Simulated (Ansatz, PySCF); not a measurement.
SiHClBr2, SMILES Cl[SiH](Br)Br.

The structure is a stationary point at PBE0-D3(BJ)/def2-SVP.

Vertical ionisation energy (IE) and electron affinity (EA) in eV. Rows of orbital energies are one-electron estimates. Where ΔSCF, EOM or ADC give a negative EA the extra electron is unbound and the value depends on the basis.

```json
[
 {"level": "−ε(HOMO), −ε(LUMO), PBE0/def2-TZVP (PySCF)", "IE": "8.73", "EA": "0.90"},
 {"level": "−ε(HOMO), −ε(LUMO), PBE/def2-TZVP (PySCF)", "IE": "7.43", "EA": "1.81"},
 {"level": "ΔSCF, PBE0/def2-SVPD (Ansatz), final states of multiplicity 2 and 2", "IE": "?", "EA": "?"},
 {"level": "ΔSCF, PBE/def2-SVPD (Ansatz), final states of multiplicity 2 and 2", "IE": "10.29", "EA": "-0.22"}
]
```

Question: Complete the blanks. (Estimate from the structure and the level; the computed values follow.)

Answer: 
- ΔSCF, PBE0/def2-SVPD (Ansatz, a program for electronic structure), final states of multiplicity 2 and 2, IE: 10.77
- ΔSCF, PBE0/def2-SVPD (Ansatz), final states of multiplicity 2 and 2, EA: -0.39

Question: What vertical singlet–triplet gap does ΔSCF give with PBE0/def2-SVPD (Ansatz) and with PBE/def2-SVPD (Ansatz)? (Estimate from the structure and the level; the computed values follow.)

Answer: 6.01 and 5.52 eV (triplet above singlet where positive).
